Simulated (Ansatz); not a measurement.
Nudged elastic band run: AlCl2H5N2

Input file:

```yaml
crystal:
  periodic: [false, false, false]
  atoms:
    - { symbol: Al, position_ang: [-0.050982, 0.726481, 0.048945] }
    - { symbol: "N", position_ang: [-0.119109, 0.067736, 1.972706] }
    - { symbol: H, position_ang: [-0.919503, -0.552986, 2.118528] }
    - { symbol: H, position_ang: [0.738754, -0.453134, 2.173215] }
    - { symbol: "N", position_ang: [1.52642, 0.144382, -0.568209] }
    - { symbol: H, position_ang: [2.30919, 0.778203, -0.707678] }
    - { symbol: H, position_ang: [1.575501, -0.589154, -1.270857] }
    - { symbol: Cl, position_ang: [-1.79388, -0.286546, -0.687356] }
    - { symbol: Cl, position_ang: [-0.233206, 2.829104, 0.440887] }
    - { symbol: H, position_ang: [-0.190186, 0.849814, 2.628819] }
basis:
  gaussian: { orbitals: def2-SVP }
hamiltonian:
  xc: b3lyp
  dispersion: d4
neb:
  order_check: false
  images: 5
  f_tol: 0.05
  max_iterations: 60
  final_atoms:
    - { symbol: Al, position_ang: [-0.05056272, 0.72173878, 0.04867695] }
    - { symbol: "N", position_ang: [-0.11773296, 0.06689317, 1.97279058] }
    - { symbol: H, position_ang: [-0.87002795, -0.61456535, 2.09874654] }
    - { symbol: H, position_ang: [0.77213877, -0.37729996, 2.2133743] }
    - { symbol: "N", position_ang: [1.52278637, 0.14301348, -0.57908698] }
    - { symbol: H, position_ang: [1.59461643, -0.62694142, -1.23837589] }
    - { symbol: H, position_ang: [2.28436935, 0.79326797, -0.75377148] }
    - { symbol: Cl, position_ang: [-1.81562784, -0.26769062, -0.66723809] }
    - { symbol: Cl, position_ang: [-0.19949235, 2.82633329, 0.44123798] }
    - { symbol: H, position_ang: [-0.2774681, 0.84915065, 2.6126461] }
  initial_path:
    images:
      - { positions_ang: [[-0.050982, 0.726481, 0.048945], [-0.119109, 0.067736, 1.972706], [-0.919503, -0.552986, 2.118528], [0.738754, -0.453134, 2.173215], [1.52642, 0.144382, -0.568209], [2.30919, 0.778203, -0.707678], [1.575501, -0.589154, -1.270857], [-1.79388, -0.286546, -0.687356], [-0.233206, 2.829104, 0.440887], [-0.190186, 0.849814, 2.628819]] }
      - { positions_ang: [[-0.0347642, 0.51026901, 0.0201824], [-0.09517005, -0.00659249, 2.05520737], [-0.92809462, -0.51555732, 2.31427671], [0.76906845, -0.29497096, 2.37842128], [1.57680717, 0.13068447, -0.70098932], [2.24277922, 0.2509578, -0.90670429], [1.77456958, -0.05138381, -1.22768534], [-1.8323687, -0.09860352, -0.85019745], [-0.37449346, 2.65250147, 0.62098548], [-0.25533437, 0.93659535, 2.44550317]] }
      - { positions_ang: [[-0.0185464, 0.29405702, -0.00858021], [-0.07123111, -0.08092098, 2.13770875], [-0.93668624, -0.47812863, 2.51002541], [0.79938289, -0.13680793, 2.58362756], [1.62719434, 0.11698693, -0.83376963], [2.17636843, -0.27628741, -1.10573059], [1.97363815, 0.48638639, -1.18451368], [-1.87085741, 0.08933897, -1.01303891], [-0.51578092, 2.47589894, 0.80108396], [-0.32048274, 1.0233767, 2.26218734]] }
      - { positions_ang: [[-0.0023286, 0.07784503, -0.03734281], [-0.04729216, -0.15524947, 2.22021012], [-0.94527787, -0.44069995, 2.70577412], [0.82969734, 0.02135511, 2.78883383], [1.67758151, 0.1032894, -0.96654995], [2.10995765, -0.80353261, -1.30475688], [2.17270673, 1.02415658, -1.14134201], [-1.90934611, 0.27728145, -1.17588036], [-0.65706838, 2.29929641, 0.98118244], [-0.38563111, 1.11015805, 2.07887151]] }
      - { positions_ang: [[-0.01840664, 0.29247628, -0.00866956], [-0.07077243, -0.08120193, 2.13773694], [-0.92019456, -0.49865508, 2.50343159], [0.81051115, -0.11152992, 2.59701399], [1.62598313, 0.11653076, -0.83739563], [1.93817724, -0.74466888, -1.28262989], [2.2099276, 0.94719371, -1.01215184], [-1.87810669, 0.0956241, -1.00633293], [-0.50454304, 2.47497537, 0.80120095], [-0.34957677, 1.02315558, 2.25679637]] }
      - { positions_ang: [[-0.03448468, 0.50710753, 0.0200037], [-0.09425269, -0.00715438, 2.05526376], [-0.89511125, -0.55661022, 2.30108907], [0.79132496, -0.24441494, 2.40519414], [1.57438475, 0.12977212, -0.7082413], [1.76639684, -0.68580515, -1.26050289], [2.24714847, 0.87023084, -0.88296166], [-1.84686727, -0.08603326, -0.83678551], [-0.35201769, 2.65065433, 0.62121946], [-0.31352244, 0.93615312, 2.43472124]] }
      - { positions_ang: [[-0.05056272, 0.72173878, 0.04867695], [-0.11773296, 0.06689317, 1.97279058], [-0.87002795, -0.61456535, 2.09874654], [0.77213877, -0.37729996, 2.2133743], [1.52278637, 0.14301348, -0.57908698], [1.59461643, -0.62694142, -1.23837589], [2.28436935, 0.79326797, -0.75377148], [-1.81562784, -0.26769062, -0.66723809], [-0.19949235, 2.82633329, 0.44123798], [-0.2774681, 0.84915065, 2.6126461]] }
```

Run as:

```bash
$ ansatz run input.yaml --threads 2 --pin off --max-ram 3072MiB --backend cpu --events-out ev --progress --plain --runs-dir out
```

Output, in part (warnings, iteration lines, the closing report on the highest movable image, with atoms numbered from 0):

```
NEB end point (image 0): max|allowed force component| = 2.164e-2 eV/Å (the criterion of neb.relax_end_points is 1.000e-2)
NEB end point (image 6): max|allowed force component| = 1.750e-2 eV/Å (the criterion of neb.relax_end_points is 1.000e-2)
NEB iter   1: max|band force component| = 8.473e1 eV/Å  barrier→ = 20.4119 eV  barrier← = 20.4113 eV  Δτ_max = 0.2000 Å  (184 SCF iters)
NEB iter   2: max|band force component| = 2.866e1 eV/Å  barrier→ = 8.5409 eV  barrier← = 8.5403 eV  Δτ_max = 0.1996 Å  (146 SCF iters)
NEB iter   3: max|band force component| = 1.585e1 eV/Å  barrier→ = 4.1564 eV  barrier← = 4.1558 eV  Δτ_max = 0.1993 Å  (140 SCF iters)
NEB iter   4: max|band force component| = 6.982e0 eV/Å  barrier→ = 1.9063 eV  barrier← = 1.9057 eV  Δτ_max = 0.1961 Å  (140 SCF iters)
NEB iter   5: max|band force component| = 2.652e0 eV/Å  barrier→ = 0.7325 eV  barrier← = 0.7318 eV  Δτ_max = 0.1984 Å  (139 SCF iters)
NEB iter   6: max|band force component| = 1.425e0 eV/Å  barrier→ = 0.4821 eV  barrier← = 0.4815 eV  Δτ_max = 0.1926 Å  (141 SCF iters)
NEB iter   7: max|band force component| = 2.921e0 eV/Å  barrier→ = 0.3421 eV  barrier← = 0.3414 eV  Δτ_max = 0.1016 Å  (141 SCF iters)
NEB iter   8: max|band force component| = 1.460e0 eV/Å  barrier→ = 0.2654 eV  barrier← = 0.2648 eV  Δτ_max = 0.1970 Å  (144 SCF iters)
NEB iter   9: max|band force component| = 1.751e0 eV/Å  barrier→ = 0.4380 eV  barrier← = 0.4374 eV  Δτ_max = 0.0987 Å  (140 SCF iters)
NEB iter  10: max|band force component| = 4.725e-1 eV/Å  barrier→ = 0.1857 eV  barrier← = 0.1851 eV  CI = image 2  Δτ_max = 0.1996 Å  (142 SCF iters)
NEB iter  11: max|band force component| = 3.777e-1 eV/Å  barrier→ = 0.1560 eV  barrier← = 0.1554 eV  CI = image 3  Δτ_max = 0.1831 Å  (140 SCF iters)
NEB iter  12: max|band force component| = 3.256e-1 eV/Å  barrier→ = 0.1518 eV  barrier← = 0.1512 eV  CI = image 3  Δτ_max = 0.0550 Å  (141 SCF iters)
NEB iter  13: max|band force component| = 2.090e-1 eV/Å  barrier→ = 0.1511 eV  barrier← = 0.1504 eV  CI = image 3  Δτ_max = 0.0303 Å  (142 SCF iters)
NEB iter  14: max|band force component| = 8.246e-2 eV/Å  barrier→ = 0.1510 eV  barrier← = 0.1504 eV  CI = image 3  Δτ_max = 0.0095 Å  (131 SCF iters)
NEB iter  15: max|band force component| = 3.313e-2 eV/Å  barrier→ = 0.1510 eV  barrier← = 0.1503 eV  CI = image 3  Δτ_max = 0.0000 Å  (246 SCF iters)
Total energy: -34699.44398618 eV, -1275.1810463641 hartree
Atom 0 at    -0.066051     0.781697     0.038252 Å, force     0.002376     0.000750     0.003517 eV/Å
Atom 1 at    -0.065490     0.003352     1.913233 Å, force     0.005494     0.003362     0.006376 eV/Å
Atom 2 at    -0.871029    -0.622051     2.005868 Å, force    -0.002211     0.001548    -0.001632 eV/Å
Atom 3 at     0.775738    -0.515089     2.176444 Å, force    -0.000962    -0.001301    -0.000546 eV/Å
Atom 4 at     1.481915     0.217930    -0.650293 Å, force    -0.007718     0.006987     0.002804 eV/Å
Atom 5 at     2.185584    -0.353447    -0.196033 Å, force     0.001313    -0.001524    -0.000563 eV/Å
Atom 6 at     1.792177     0.442728    -1.590237 Å, force     0.003835    -0.002211    -0.002406 eV/Å
Atom 7 at    -1.905831    -0.073757    -0.670123 Å, force    -0.002935    -0.001313    -0.003433 eV/Å
Atom 8 at    -0.298569     2.857836     0.545537 Å, force     0.000153    -0.003134    -0.001849 eV/Å
Atom 9 at    -0.185444     0.774701     2.576352 Å, force     0.000655    -0.003163    -0.002268 eV/Å
Dipole moment:     0.547655    -0.703984     0.979072 e Å
```

It converged. A vibrational analysis at the climbing image gives one clearly imaginary mode, 285i cm⁻¹: a first-order saddle point.

Final band:

```
image  path coordinate (Å)  energy (eV)
    0                 0.00        0.000
    1                 0.60        0.029
    2                 1.19        0.097
    3                 1.79        0.151
    4                 2.39        0.095
    5                 2.99        0.027
    6                 3.60        0.001
```

Run time: 4.2 min on 2 threads of Arm Neoverse V2 (shared host), peak memory 0.24 GiB.
